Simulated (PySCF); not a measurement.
C3H5NOSi, SMILES N#CC[SiH2]C=O. Heavy atoms are numbered as in [N:1]#[C:2][CH2:3][SiH2:4][CH:5]=[O:6]. Hydrogens are named by the atom that carries them.

Coordinates come from a B3LYP-D3(BJ)/def2-SVP optimisation. The structure was generated by enumeration, and PubChem lists no compound with its InChIKey, so it may never have been made. The values are those of a single conformer.

Computed with PBE/def2-TZVP (PySCF).

Atomic charges (e), one atom of each kind:

```csv
atom,Löwdin,Mulliken,IAO
N1,0.06,0.05,-0.25
C2,-0.24,-0.28,0.13
C3 (CH2),___,-0.22,-0.58
Si4 (SiH2),___,0.19,0.69
C5 (CH),___,0.03,0.01
O6,0.14,-0.20,-0.34
H on C3,___,0.16,0.20
H on Si4,-0.01,0.01,-0.09
H on C5,0.10,0.09,0.10
```

**Question.** Complete the blanks. (The exact figures need the calculation; the answer reports its results.)

**Answer.** 
- C3 (CH2), Löwdin: -0.35
- Si4 (SiH2), Löwdin: 0.34
- C5 (CH), Löwdin: -0.39
- H on C3, Löwdin: 0.18

Computed Mayer and Wiberg (Löwdin basis) orders of the bonds:
```json
[
 {"bond": "N1–C2", "Mayer": "3.12", "Wiberg": "3.31"},
 {"bond": "C2–C3", "Mayer": "1.05", "Wiberg": "1.38"},
 {"bond": "C3–Si4", "Mayer": "0.95", "Wiberg": "1.07"},
 {"bond": "Si4–C5", "Mayer": "0.92", "Wiberg": "1.09"},
 {"bond": "C5–O6", "Mayer": "2.06", "Wiberg": "2.80"}
]
```
